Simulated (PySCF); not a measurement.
C3H4N2, charge +1, doublet, geometry from GFN2-xTB (a state made from the parent by changing its charge; the spin is typed, not shown lowest); PySCF with M06L/6-31G*.

The PySCF input:
```python
from pyscf import gto, scf, dft

mol = gto.Mole()
mol.atom = '''
    C    -0.873408   -0.809235    0.023241
    C    -0.935827    0.569362   -0.313960
    N     0.308554    1.047174   -0.144423
    C     1.117233   -0.003472    0.161465
    N     0.382547   -1.083034    0.314069
    H    -1.682515   -1.506834    0.153501
    H    -1.801917    1.180268   -0.501099
    H     0.610148    2.000278   -0.324304
    H     2.188596    0.037380    0.259900
'''
mol.basis = '6-31g*'
mol.charge = 1
mol.spin = 1
mol.verbose = 5
mol.build()

mf = dft.UKS(mol)
mf.xc = 'm06l'
mf.kernel()
mf.analyze()
```

Output, abridged:

```
PySCF version 2.14.0

[INPUT] verbose = 5
[INPUT] max_memory = 4000
[INPUT] num. atoms = 9
[INPUT] num. electrons = 35
[INPUT] charge = 1
[INPUT] spin (= nelec alpha-beta = 2S) = 1
[INPUT] symmetry False subgroup None
[INPUT] Mole.unit = angstrom
[INPUT] Symbol           X                Y                Z      unit          X                Y                Z       unit  Magmom
[...]
[INPUT] ---------------- BASIS SET ----------------
[INPUT] l, kappa, [nprim/nctr], expnt,             c_1 c_2 ...
[INPUT] N
[...]
                                627.4579          0.013995
                                142.9021          0.068587
                                40.23433          0.232241
                                12.82021          0.46907
                                4.390437          0.360455
[...]
                                2.71628           -0.169118
                                0.772218          1.145852
[...]
                                2.71628           0.323907
                                0.772218          0.740895
[...]
[INPUT] C
[...]
                                457.36951         0.0140373
                                103.94869         0.0688426
                                29.210155         0.2321844
                                9.286663          0.4679413
                                3.163927          0.362312
[...]
                                1.8812885         -0.1608542
                                0.5442493         1.1434564
[...]
                                1.8812885         0.316424
                                0.5442493         0.7443083
[...]
[INPUT] H
[...]
                                2.8253937         0.23472695
                                0.6401217         0.81375733
[...]
nuclear repulsion = 164.305599036103
number of shells = 38
number of NR pGTOs = 151
number of NR cGTOs = 78
basis = 6-31g*
ecp = {}

******** <class 'pyscf.dft.uks.UKS'> ********
method = UKS
initial guess = minao
damping factor = 0
level_shift factor = 0
DIIS = <class 'pyscf.scf.diis.CDIIS'>
diis_start_cycle = 1
diis_space = 8
diis_damp = 0
SCF conv_tol = 1e-09
SCF conv_tol_grad = None
SCF max_cycles = 50
direct_scf = True
direct_scf_tol = 1e-13
number electrons alpha = 18  beta = 17
XC library pyscf.dft.libxc version 7.1.2
    S. Lehtola, C. Steigemann, M. J. T. Oliveira, and M. A. L. Marques,  SoftwareX 7, 1–5 (2018)
XC functionals = m06l
    Y. Zhao and D. G. Truhlar,  J. Chem. Phys. 125, 194101 (2006)
    Y. Zhao and D. G. Truhlar,  J. Chem. Phys. 125, 194101 (2006)
    Y. Zhao and D. G. Truhlar,  Theor. Chem. Acc. 120, 215 (2008)
radial grids:
    Treutler-Ahlrichs [JCP 102, 346 (1995); DOI:10.1063/1.469408] (M4) radial grids

becke partition: Becke, JCP 88, 2547 (1988); DOI:10.1063/1.454033
pruning grids: <function nwchem_prune>
grids dens level: 3
symmetrized grids: False
atomic radii adjust function: <function treutler_atomic_radii_adjust>
small_rho_cutoff = 0
Set gradient conv threshold to 3.16228e-05
atom C rad-grids = 75, ang-grids = [ 50  50  50  50  50  50  50  50  50  50  50  50  50  50  50  50  50  50
  50  50  50  50  86  86  86  86  86  86  86  86  86  86 266 266 266 266
 266 266 302 302 302 302 302 302 302 302 302 302 302 302 302 302 302 302
 302 302 302 302 266 266 266 266 266 266 266 266 266 266 266 266 266 266
 266 266 266]
atom N rad-grids = 75, ang-grids = [ 50  50  50  50  50  50  50  50  50  50  50  50  50  50  50  50  50  50
  50  50  50  50  50  86  86  86  86  86  86  86  86  86  86 266 266 266
 266 266 266 266 302 302 302 302 302 302 302 302 302 302 302 302 302 302
 302 302 302 302 302 302 266 266 266 266 266 266 266 266 266 266 266 266
 266 266 266]
atom H rad-grids = 50, ang-grids = [ 50  50  50  50  50  50  50  50  50  50  50  50  50  50  50  86  86  86
  86 266 266 266 266 266 302 302 302 302 302 302 302 302 302 302 302 302
 302 266 266 266 266 266 266 266 266 266 266 266 266 266]
tot_boxes 2250, boxes in each direction [13 13  8]
[...]
converged SCF energy = -225.863268454422  <S^2> = 0.76301832  2S+1 = 2.0129762
Total Energy =                        -225.863268454422325
[...]
spin_pop of  0 C 1s       -0.00000
spin_pop of  0 C 2s        0.01291
spin_pop of  0 C 3s       -0.00018
spin_pop of  0 C 2px       0.01208
spin_pop of  0 C 2py       0.02135
spin_pop of  0 C 2pz       0.21567
spin_pop of  0 C 3px       0.00006
spin_pop of  0 C 3py      -0.00018
spin_pop of  0 C 3pz       0.00025
spin_pop of  0 C 3dxy      0.00005
spin_pop of  0 C 3dyz      0.00016
spin_pop of  0 C 3dz^2    -0.00030
spin_pop of  0 C 3dxz     -0.00007
spin_pop of  0 C 3dx2-y2    0.00002
spin_pop of  1 C 1s       -0.00000
spin_pop of  1 C 2s        0.02509
spin_pop of  1 C 3s       -0.00025
spin_pop of  1 C 2px       0.02028
spin_pop of  1 C 2py       0.00572
spin_pop of  1 C 2pz       0.40824
spin_pop of  1 C 3px      -0.00001
spin_pop of  1 C 3py      -0.00028
spin_pop of  1 C 3pz       0.00039
spin_pop of  1 C 3dxy      0.00004
spin_pop of  1 C 3dyz      0.00017
spin_pop of  1 C 3dz^2    -0.00067
spin_pop of  1 C 3dxz     -0.00000
spin_pop of  1 C 3dx2-y2    0.00001
spin_pop of  2 N 1s        0.00000
spin_pop of  2 N 2s       -0.00468
spin_pop of  2 N 3s       -0.00001
spin_pop of  2 N 2px      -0.00899
spin_pop of  2 N 2py      -0.00560
spin_pop of  2 N 2pz      -0.04935
spin_pop of  2 N 3px       0.00007
spin_pop of  2 N 3py       0.00000
spin_pop of  2 N 3pz       0.00014
spin_pop of  2 N 3dxy     -0.00004
spin_pop of  2 N 3dyz      0.00006
spin_pop of  2 N 3dz^2     0.00010
spin_pop of  2 N 3dxz      0.00046
spin_pop of  2 N 3dx2-y2   -0.00003
spin_pop of  3 C 1s       -0.00000
spin_pop of  3 C 2s        0.02391
spin_pop of  3 C 3s       -0.00017
spin_pop of  3 C 2px       0.01214
spin_pop of  3 C 2py       0.01815
spin_pop of  3 C 2pz       0.34977
spin_pop of  3 C 3px      -0.00005
spin_pop of  3 C 3py      -0.00020
spin_pop of  3 C 3pz       0.00043
spin_pop of  3 C 3dxy     -0.00007
spin_pop of  3 C 3dyz      0.00006
spin_pop of  3 C 3dz^2    -0.00062
spin_pop of  3 C 3dxz      0.00012
spin_pop of  3 C 3dx2-y2    0.00013
spin_pop of  4 N 1s        0.00000
spin_pop of  4 N 2s        0.00309
spin_pop of  4 N 3s        0.00003
spin_pop of  4 N 2px       0.00307
spin_pop of  4 N 2py       0.02239
spin_pop of  4 N 2pz      -0.04304
spin_pop of  4 N 3px       0.00006
spin_pop of  4 N 3py       0.00005
spin_pop of  4 N 3pz       0.00005
spin_pop of  4 N 3dxy     -0.00011
spin_pop of  4 N 3dyz     -0.00000
spin_pop of  4 N 3dz^2    -0.00001
spin_pop of  4 N 3dxz      0.00016
spin_pop of  4 N 3dx2-y2    0.00004
spin_pop of  5 H 1s       -0.01063
spin_pop of  5 H 2s        0.00013
spin_pop of  6 H 1s       -0.01721
spin_pop of  6 H 2s        0.00022
spin_pop of  7 H 1s        0.00056
spin_pop of  7 H 2s       -0.00002
spin_pop of  8 H 1s       -0.01535
spin_pop of  8 H 2s        0.00022
 ** Mulliken Spin Density (per atom)  **
spin density of  0 C =      0.26182
spin density of  1 C =      0.45874
spin density of  2 N =     -0.06786
spin density of  3 C =      0.40363
spin density of  4 N =     -0.01423
spin density of  5 H =     -0.01050
spin density of  6 H =     -0.01699
spin density of  7 H =      0.00054
spin density of  8 H =     -0.01513
 ** Mulliken pop alpha/beta on meta-lowdin orthogonal AOs **
 ** Mulliken pop       alpha | beta **
In total            18.00000 | 17.00000
 ** Mulliken atomic charges   ( Nelec_alpha | Nelec_beta ) **
charge of  0C =      0.08508  (     3.08837      2.82655 )
charge of  1C =      0.10022  (     3.17926      2.72052 )
charge of  2N =     -0.10016  (     3.51615      3.58401 )
charge of  3C =      0.20214  (     3.10074      2.69712 )
charge of  4N =     -0.17863  (     3.58220      3.59643 )
charge of  5H =      0.19242  (     0.39854      0.40904 )
charge of  6H =      0.19576  (     0.39362      0.41061 )
charge of  7H =      0.30350  (     0.34852      0.34798 )
charge of  8H =      0.19968  (     0.39259      0.40773 )

WARN: System has nonzero charge 1; the dipole moment is origin-dependent.
Location of origin: [0. 0. 0.]

Dipole moment(X, Y, Z, Debye): -0.65259,  3.55074, -0.94581
```
